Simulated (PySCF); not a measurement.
GaH, SMILES [GaH] (connectivity only; charge and spin as stated), neutral, multiplicity 1.

Geometry: PBE0-D3(BJ)/def2-TZVPD.

Two levels are set side by side: PBE/def2-TZVPD (PySCF) and ωB97X/def2-TZVPD (PySCF). Same geometry, gas phase. Differences are taken from unrounded values.

```tsv
quantity	ωB97X
orbital gap (eV)	8.28
highest occupied level (eV)	-8.14
lowest empty level (eV)	0.14
dipole moment (D)	0.41
mean polarisability (bohr³)	41.4
```

### Question
What does PBE give, and how far is it from ωB97X? (The exact figures need the calculation; the answer reports its results.)

### Answer

| quantity | PBE | PBE minus ωB97X |
|---|---|---|
| orbital gap (eV) | 2.50 | -5.77 |
| highest occupied level (eV) | -4.99 | 3.15 |
| lowest empty level (eV) | -2.48 | -2.62 |
| dipole moment (D) | 0.46 | 0.05 |
| mean polarisability (bohr³) | 41.7 | 0.4 |

PBE's occupied levels lie high since its potential decays too fast outside the molecule; exact exchange lowers them and widens the gap. Differences between two approximate levels are no errors against the true value.

Rough cost on one machine, each run with all the roots and properties that it gave: ωB97X against PBE within a factor of 2.
